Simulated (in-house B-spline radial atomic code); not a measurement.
**RPBE excitations of O⁴⁺**

Method: RPBE. Computed with an all-electron radial atomic-structure program (B-spline basis): linear response of the closed shell [He] 2s2 with the functional's adiabatic kernel; scalar-relativistic (spin-free one-electron X2C), finite nucleus, no spin-orbit coupling, no double excitations, S, P, D and F terms only.

Command:
```bash
python run_td.py task.json out
```
Settings (radii: box in bohr, nucleus in fm):
```
Z                        8
electrons                4
configuration            [He] 2s2
hamiltonian              x2c
method                   rpbe,pbe
box_radius               19.1
rms_radius               2.6991
intervals                73
```

Run time, properties included: 0.2 s on 1 thread of Intel(R) Xeon(R) Platinum 8488C (Sapphire Rapids), with other jobs on the host.

The lowest states, in the order of their Tamm-Dancoff energies; the method's threshold (minus the highest occupied level) is 102.78 eV. Labels give the largest channel, * marks a mixed state, and oscillator strengths are full-response dipole values. Semilocal kernels can invert the small singlet-triplet splittings of Rydberg terms. Energies in eV:

| state | full response | Tamm-Dancoff | oscillator strength |
| --- | --- | --- | --- |
| 2s → 2p 3P | 7.944 | 9.188 | - |
| 2s → 2p 1P | 18.614 | 19.546 | 0.508 |
| 2s → 3s 3S | 65.38 | 65.40 | - |
| 2s → 3s 1S | ? | ? | - |
| 2s → 3p 3P | 69.03 | 69.06 | - |
| 2s → 3p 1P | 69.60 | 69.62 | 0.38 |
| 2s → 3d 3D | 71.03 | 71.09 | - |
| 2s → 3d 1D | 72.39 | 72.40 | - |
| 2s → 4s 3S | 84.69 | 84.70 | - |
| 2s → 4s 1S | 85.18 | 85.19 | - |
| 2s → 4p 3P | 86.05 | 86.05 | - |
| 2s → 4p 1P | 86.19 | 86.20 | 0.0989 |
| 2s → 4d 3D | 86.93 | 86.95 | - |
| 2s → 4d 1D | ? | ? | - |
| 2s → 4f 3F | 88.05 | 88.05 | - |
| 2s → 4f 1F | 88.08 | 88.08 | - |

**Question.** Where does 2s → 3s 1S lie?

**Answer.** At 67.24 eV in full response, 67.27 eV in Tamm-Dancoff.

**Question.** Where does 2s → 4d 1D lie?

**Answer.** At 87.35 eV in full response, 87.35 eV in Tamm-Dancoff.

**Question.** How large is the singlet-triplet splitting of 2s → 2p (P terms) in Tamm-Dancoff?

**Answer.** 10.4 eV, from the unrounded values.

**Question.** What polarisabilities and dispersion coefficient does the method give?

**Answer.** Dipole 1.189 bohr³, quadrupole 0.5137 bohr⁵, C6 0.8194 hartree·bohr⁶ for two such species.
